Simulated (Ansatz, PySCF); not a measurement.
Gas-phase reaction (SMILES): CN(C)C → C[N]C + [CH3] (CH3); the C-N bond at the site shown breaks (other sites are not compared here).

Each molecule is optimised on its own at B3LYP-D3(BJ)/def2-TZVP (Ansatz, a program for electronic structure). Valence correlation only, unless marked. UHF or UKS for open shells. No spin-orbit coupling. No relativistic terms. CBS marks a two-point X^-3 extrapolation of the correlation energy; Hartree-Fock from the larger set. [CCSD(T)-MP2]/basis is that difference in the basis named. Thermal terms are rigid-rotor harmonic-oscillator values from B3LYP-D3(BJ) frequencies (PySCF) at 298.15 K and 1 atm. 1 Eh = 627.5095 kcal/mol. Electronic entropy comes from spin alone.

```json
[
 {"species": "CN(C)C", "E, RI-MP2/CBS(cc-pVTZ,cc-pVQZ)+[CCSD(T)-MP2]/cc-pVTZ (Ansatz) (Eh)": "-174.25480", "E, r2SCAN-D4/def2-TZVPD (Ansatz + dftd4) (Eh)": "-174.42502", "H - E (Eh)": "0.12624", "G - E (Eh)": "0.09356"},
 {"species": "C[N]C", "E, RI-MP2/CBS(cc-pVTZ,cc-pVQZ)+[CCSD(T)-MP2]/cc-pVTZ (Ansatz) (Eh)": "-134.33664", "E, r2SCAN-D4/def2-TZVPD (Ansatz + dftd4) (Eh)": "-134.47663", "H - E (Eh)": "0.08251", "G - E (Eh)": "0.05052"},
 {"species": "[CH3] (CH3)", "E, RI-MP2/CBS(cc-pVTZ,cc-pVQZ)+[CCSD(T)-MP2]/cc-pVTZ (Ansatz) (Eh)": "-39.78133", "E, r2SCAN-D4/def2-TZVPD (Ansatz + dftd4) (Eh)": "-39.82813", "H - E (Eh)": "0.03371", "G - E (Eh)": "0.01164"}
]
```

**Question.** Work out ΔE and ΔH, ΔG, ΔS and the equilibrium constant at 298.15 K at the first level, then ΔH at the second.

**Answer.** 
1. ΔE = [(-134.33664) + (-39.78133)] - [(-174.25480)] = 0.13683 Eh = 85.9 kcal/mol at RI-MP2/CBS(cc-pVTZ,cc-pVQZ)+[CCSD(T)-MP2]/cc-pVTZ.
2. The terms H - E add up to -0.01002 Eh, so ΔH = (0.13683 + (-0.01002))×627.5095 = 79.6 kcal/mol.
3. The terms G - E add up to -0.03140 Eh, so ΔG = 66.2 kcal/mol, and ΔS = (-0.01002 - (-0.03140))×627509.5/298.15 = 45.0 cal/(mol K).
4. log10 K = -ΔG/(RT ln 10) = -48.5, with RT ln 10 = 1.3642 kcal/mol.
5. With ΔH and ΔS taken as constant, ΔG changes sign near ΔH/ΔS = 1770 K, a rough figure that leaves out heat capacities.
6. At r2SCAN-D4/def2-TZVPD the same steps give ΔE = 75.5 and ΔH = 69.2 kcal/mol, a shift of -10.4 from the first level.
7. These values are not checked against measurement here, since the tables used lack a sound gas-phase enthalpy of formation for at least one species.
